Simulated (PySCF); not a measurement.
Calculation: PySCF with PBE-D3(BJ)/def2-TZVP // TPSSh-D3(BJ)/def2-TZVP. Gas-phase values, no solvent. One relaxed conformer stands for a flexible species; it need not be the lowest. Excitations are Tamm–Dancoff values on a coarser integration grid. The basis has no diffuse functions, so Rydberg states are missing or too high.

Reference species (SMILES): `[H]/[O+]=C\C#CC` (charge +1, multiplicity 1).

```json
{
 "brightest of the four lowest singlets (TDA)": "5.24 eV",
 "LUMO": "-9.63 eV",
 "S1–T1 gap (TDA)": "0.29 eV"
}
```

Changed species: `[O+](/[H])=C\[S@@](C)=O` (O–S–C–O torsion 165°) (X = methylsulfinyl, proton added; the reference has X = propynyl, proton added).

Give the shifts of the brightest of the four lowest singlets (TDA), LUMO and S1–T1 gap (TDA).

the brightest of the four lowest singlets (TDA) drops by 1.34 eV, to 3.90 eV; the LUMO goes up by 0.05 eV, to -9.58 eV; the S1–T1 gap (TDA) rises by 1.85 eV, to 2.14 eV.
